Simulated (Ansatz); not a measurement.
Molecule: sum formula AlOBr, charge 0, multiplicity 1. 
Geometry from a B3LYP-D3(BJ)/def2-TZVP (Ansatz, a first-principles code) optimisation:
```xyz
3

Al     0.0000     0.0000    -1.1609
O      0.0000     0.0000    -2.7581
Br     0.0000     0.0000     1.0616
```

Basis-set convergence of Hartree-Fock and CCSD(T) correlation energies (hartree) with Ansatz. Valence correlation only, unless marked. No spin-orbit coupling. The frozen core is the preceding noble-gas configuration, with the filled d and f shells of earlier blocks. Non-relativistic.

| basis | functions | E(HF) | E(corr, CCSD(T)) | rough core time |
|---|---|---|---|---|
| def2-SVPD | 88 | -2888.78827 | -0.41379 | under 20 s |
| def2-TZVPPD | 145 | -2889.27825 | -0.50893 | under 20 s |
| def2-QZVPPD | 240 | -2889.33686 | -0.54813 | 40 s |

Extrapolating the two largest sets (X = 3 and 4) as X^-3: E(corr) = (64·(-0.54813) - 27·(-0.50893))/37 = -0.5767 Eh, an estimate of the basis-set limit. The largest set recovers 95.0 % of it, the smallest 71.7 %.
